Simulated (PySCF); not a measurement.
Excitations are Tamm–Dancoff values on a coarser integration grid. The basis has no diffuse functions, so Rydberg states are missing or too high.

Cartesian coordinates (Å):
```xyz
9

C     -1.2407    -0.0726    -0.3219
Ga     0.6666     0.0381     0.1624
S      1.8650    -1.6780     0.9025
S      1.8534     1.9120     0.0558
H     -1.4461     0.5475    -1.1941
H     -1.8431     0.2931     0.5112
H     -1.5268    -1.1016    -0.5353
H      0.8446    -2.5488     0.8184
H      0.8268     2.6463    -0.4066
```
Charge 0, multiplicity 1.

Problem. Predict the S1 oscillator strength, HOMO, S1–T1 gap (TDA), dipole moment, T1 excitation (TDA), HOMO–LUMO gap, total energy and S1 excitation (TDA) from M06-2X/def2-TZVP // B3LYP-D3(BJ)/def2-TZVP (PySCF 2.14.0).

Solution. 
- S1 oscillator strength = 0.076
- HOMO = -8.49 eV
- S1–T1 gap (TDA) = 0.74 eV
- dipole moment = 3.03 D
- T1 excitation (TDA) = 5.05 eV
- HOMO–LUMO gap = 8.29 eV
- total energy = -75169.21 eV
- S1 excitation (TDA) = 5.79 eV
